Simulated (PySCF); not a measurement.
C4H9Cl2Sn (SMILES CCC[CH2][Sn]([Cl])[Cl]), doublet, at a GFN2-xTB geometry (such geometries of metal compounds can be far from the true shape) (the spin is typed, not shown lowest) (core potentials on Cl, Sn).

PySCF was given this input:
```python
from pyscf import gto, scf, dft

mol = gto.M(
    atom='''
Sn    0.81022789    0.72105670    0.28106262
C     0.15719912   -1.48779757   -0.76240123
C    -0.58408643   -1.26538112   -2.03383495
C    -1.10781266   -2.59526695   -2.62359963
C    -2.21520923   -3.21874497   -1.78679294
H     1.09432883   -2.02572516   -0.86378185
H    -0.44152109   -1.84172039    0.06901036
H    -1.43877210   -0.60732449   -1.86604510
H     0.06972827   -0.80625581   -2.77927225
H    -1.48975664   -2.38203456   -3.62402429
H    -0.27672459   -3.29665598   -2.72238262
H    -3.02007898   -2.50508840   -1.62748533
H    -1.84433898   -3.54193412   -0.81791744
H    -2.62327716   -4.08686303   -2.29969426
Cl    0.76106071    0.18939230    2.61740253
Cl   -1.23409172    1.95436718    0.07190539
''',
    basis='lanl2dz',
    ecp={'Cl': 'lanl2dz', 'Sn': 'lanl2dz'},
    spin=1,
    verbose=5,
)

mf = dft.UKS(mol)
mf.xc = 'pbe0'
mf = mf.density_fit(auxbasis='def2-universal-jkfit')
mf.kernel()
```

What does this run give for the total energy, HOMO energy, <S^2>, nuclear repulsion energy, number of basis functions, Mulliken (on the basis functions themselves) charges in atom order?


total energy: -190.9526 Eh
HOMO energy: -6.95 eV
<S^2>: 0.767
nuclear repulsion energy: 213.6471 Eh
number of basis functions: 78
Mulliken (on the basis functions themselves) charges in atom order: Sn1 0.79, C2 -0.68, C3 -0.35, C4 -0.36, C5 -0.67, H6 0.25, H7 0.28, H8 0.23, H9 0.22, H10 0.22, H11 0.20, H12 0.22, H13 0.21, H14 0.22, Cl15 -0.40, Cl16 -0.40

These values belong to the state on which the SCF converged, which isn't shown to be the lowest.
